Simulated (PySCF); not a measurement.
Compound: C₆H₁₀FN.
Atom-mapped SMILES: `[CH3:1][NH:2][CH2:3][C@@H:4]1[C@H:5]2[C@@H:6]([F:7])[C@@H:8]12` (hydrogens: H9, H10, H11 on C1; H12 on N2; H13, H14 on C3; H15 on C4; H16 on C5; H17 on C6; H18 on C8)

Structure used (PBE0-D3(BJ)/def2-SVP), in Å, numbered top down from 1:
```
atom  x, y, z in Å
C1     2.559   -0.677   -0.182
N2     1.643    0.261    0.421
C3     0.878    1.069   -0.499
C4    -0.135    0.330   -1.352
C5    -1.321    1.075   -1.878
C6    -2.245   -0.057   -2.038
F7    -1.971   -1.063   -2.923
C8    -1.494    0.063   -0.779
H9     2.098   -1.442   -0.840
H10    3.300   -0.130   -0.788
H11    3.116   -1.209    0.604
H12    1.022   -0.215    1.070
H13    1.588    1.592   -1.164
H14    0.355    1.857    0.072
H15    0.283   -0.447   -2.005
H16   -1.514    2.148   -1.883
H17   -3.322    0.147   -2.019
H18   -1.850    0.193    0.244
```

Linear response at CAM-B3LYP/def2-SVPD (PySCF, frozen core in the response, non-relativistic).

Static isotropic polarisability: 76.21 au (11.29 Å³), principal values 68.2, 71.2, 89.2 au.

What is the polarisability at 1064 nm and at the sodium D line?

76.72 au at 1064 nm (+0.7 %), 77.91 au at 589.3 nm (+2.2 %). The rise at 589.3 nm is 3.34 times that at 1064 nm; a pure ω² law gives 3.26. The lowest singlet lies at 206 nm, shorter than both wavelengths.

What is the isotropic C6 coefficient between two such molecules, C6 = (3/π)∫α(iω)² dω?

2652 au (Eh·bohr⁶) by a ten-point quadrature over imaginary frequencies, which is 1580 eV·Å⁶ or 153 J·nm⁶/mol.

Which effective excitation energy ω̄ makes London's formula C6 = (3/4)α²ω̄ exact here?

ω̄ = 4·C6/(3α²) = 0.609 Eh = 16.6 eV. A one-pole form α(ω) = α/(1 − ω²/ω̄²) fitted to the 1064 nm value gives 14.3 eV.

How anisotropic is the static polarisability, by Δα² = ½[(α1 − α2)² + (α2 − α3)² + (α3 − α1)²]?

Δα = 19.6 au, or 0.26 of the isotropic value.

The lowest 6 singlets have (eV, f): 6.03, 0.004; 6.77, 0.014; 6.90, 0.006; 7.40, 0.031; 7.71, 0.001; 7.73, 0.003. What share of the static polarisability do they carry in the sum over states α = Σ f/ω²?

0.89 au, 1.2 % of α; the largest term, 0.43 au, is that of the state at 7.40 eV. Their oscillator strengths add up to 0.06. Higher states carry the rest.

What molar refraction at the D line follows from R = (4π/3)·N_A·α′, with α′ the polarisability volume?

α′ = 11.55 Å³ gives R = 29.12 cm³/mol, for isolated, non-vibrating species.

What three-body coefficient follows from the one-pole estimate C9 = (3/4)·α·C6?

152000 au. This is an estimate from the two numbers above, not a computed integral.

On an Intel Xeon at 2.50 GHz with one thread, no GPU, shared host with 64 logical CPUs at a one-minute load of 59, this took 2.6 min (grids of density and orbitals included) and 1.2 GiB of memory at its peak. This is the whole response run at CAM-B3LYP/def2-SVPD, SCF included.

One conformer stands for the species.
